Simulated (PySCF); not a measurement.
**Atomic charges against the basis set**

Species: CH₈Ge₂OS.
Geometry (PBE0-D3(BJ)/def2-SVP, Å), atoms numbered from 1 in this order:
```
atom  x, y, z in Å
C1     2.393   -0.016   -0.793
S2     1.327   -1.439   -1.195
Ge3    0.102   -1.481    0.655
O4    -0.890   -0.012    0.727
Ge5   -1.747    0.757   -0.637
H6     1.797    0.879   -0.567
H7     3.006    0.182   -1.682
H8     3.058   -0.243    0.052
H9    -0.788   -2.732    0.559
H10    0.987   -1.434    1.910
H11   -2.784    1.684    0.015
H12   -2.431   -0.325   -1.496
H13   -0.741    1.564   -1.478
```

PBE0 throughout (PySCF), one geometry, spherical d and f functions. Geometry: PBE0-D3(BJ)/def2-SVP, one conformer, isolated molecule. The calculation is non-relativistic, for germanium too. Atoms taken as equivalent share a column and are averaged. The first 7 of 8 kinds of atom are listed.

Mulliken charges (e):

```tsv
basis	functions	C1	S2	Ge3	O4	Ge5	H6/H7/H8	H9/H10
STO-3G	63	-0.316	-0.013	+0.455	-0.435	+0.481	+0.084	-0.082
6-31G	101	-0.761	-0.092	+0.731	-0.848	+0.684	+0.220	-0.063
6-31G*	126	-0.700	-0.052	+0.334	-0.634	+0.249	+0.221	+0.037
cc-pVDZ	140	-0.199	-0.220	+0.543	-0.605	+0.476	+0.089	-0.047
def2-SVP	150	-0.181	-0.268	+0.632	-0.654	+0.552	+0.094	-0.067
def2-TZVP	243	-0.363	-0.246	+0.378	-0.527	+0.274	+0.153	+0.014
```

IAO charges (e):

| basis | functions | C1 | S2 | Ge3 | O4 | Ge5 | H6/H7/H8 | H9/H10 |
| --- | --- | --- | --- | --- | --- | --- | --- | --- |
| STO-3G | 63 | -0.487 | -0.071 | +0.747 | -0.665 | +0.755 | +0.131 | -0.127 |
| 6-31G | 101 | -0.511 | -0.180 | +0.709 | -0.780 | +0.637 | +0.170 | -0.070 |
| 6-31G* | 126 | -0.492 | -0.166 | +0.743 | -0.805 | +0.667 | +0.159 | -0.080 |
| cc-pVDZ | 140 | -0.489 | -0.167 | +0.764 | -0.804 | +0.695 | +0.158 | -0.090 |
| def2-SVP | 150 | -0.479 | -0.164 | +0.771 | -0.806 | +0.706 | +0.155 | -0.093 |
| def2-TZVP | 243 | -0.506 | -0.164 | +0.789 | -0.829 | +0.716 | +0.162 | -0.094 |

Hirshfeld charges (e):

```csv
basis,functions,C1,S2,Ge3,O4,Ge5,H6/H7/H8,H9/H10
STO-3G,63,-0.047,-0.085,+0.355,-0.294,+0.352,+0.015,-0.064
6-31G,101,-0.093,-0.133,+0.386,-0.392,+0.385,+0.050,-0.054
6-31G*,126,-0.090,-0.128,+0.342,-0.348,+0.337,+0.050,-0.047
cc-pVDZ,140,-0.109,-0.101,+0.367,-0.338,+0.362,+0.047,-0.059
def2-SVP,150,-0.112,-0.089,+0.363,-0.339,+0.362,+0.046,-0.060
def2-TZVP,243,-0.123,-0.098,+0.377,-0.353,+0.368,+0.048,-0.058
```

ESP-fitted charges (e):

| basis | functions | C1 | S2 | Ge3 | O4 | Ge5 | H6/H7/H8 | H9/H10 |
| --- | --- | --- | --- | --- | --- | --- | --- | --- |
| STO-3G | 63 | -0.374 | -0.136 | +0.351 | -0.287 | +0.291 | +0.130 | -0.045 |
| 6-31G | 101 | -0.425 | -0.316 | +0.486 | -0.562 | +0.467 | +0.185 | -0.017 |
| 6-31G* | 126 | -0.529 | -0.193 | +0.195 | -0.334 | +0.194 | +0.204 | +0.035 |
| cc-pVDZ | 140 | -0.462 | -0.193 | +0.279 | -0.362 | +0.319 | +0.181 | +0.002 |
| def2-SVP | 150 | -0.424 | -0.206 | +0.321 | -0.388 | +0.364 | +0.171 | -0.009 |
| def2-TZVP | 243 | -0.497 | -0.181 | +0.264 | -0.347 | +0.326 | +0.191 | +0.002 |

Some averages cover members that differ in this geometry, most widely: H6/H7/H8, ESP-fitted in def2-TZVP +0.176 to +0.216; H6/H7/H8, ESP-fitted in cc-pVDZ +0.166 to +0.205; H6/H7/H8, ESP-fitted in def2-SVP +0.157 to +0.195; H6/H7/H8, ESP-fitted in 6-31G* +0.191 to +0.224 e.

Problem. Which scheme is steadiest as the basis changes?

Solution. Largest range over the bases for any column: Hirshfeld 0.10 e, IAO 0.16 e, ESP-fitted 0.29 e, Mulliken 0.58 e. Hirshfeld charges move least and Mulliken charges most, counted in e. Without the minimal STO-3G basis the ranges are Hirshfeld 0.05, IAO 0.08, ESP-fitted 0.29, Mulliken 0.58 e.

Problem. How much do the charges still move between the two largest bases, def2-SVP and def2-TZVP?

Solution. At most, over all atoms: Mulliken 0.279 e, IAO 0.027 e, Hirshfeld 0.014 e, ESP-fitted 0.073 e.

Problem. What do the same runs give for the total energy, the frontier levels and the dipole moment?

Solution. 
| basis | energy (Eh) | HOMO (eV) | LUMO (eV) | μ (D) |
| --- | --- | --- | --- | --- |
| STO-3G | -4615.8970 | -3.28 | 5.12 | 0.26 |
| 6-31G | -4668.7930 | -7.02 | -0.18 | 0.76 |
| 6-31G* | -4668.9901 | -6.87 | -0.03 | 0.80 |
| cc-pVDZ | -4669.5310 | -6.91 | 0.06 | 0.77 |
| def2-SVP | -4668.8563 | -6.94 | 0.09 | 0.77 |
| def2-TZVP | -4669.6576 | -7.01 | -0.16 | 0.82 |

The dipole is fixed by the density alone, so its range of 0.56 D shows that the density itself changes with the basis, not only its division among atoms.
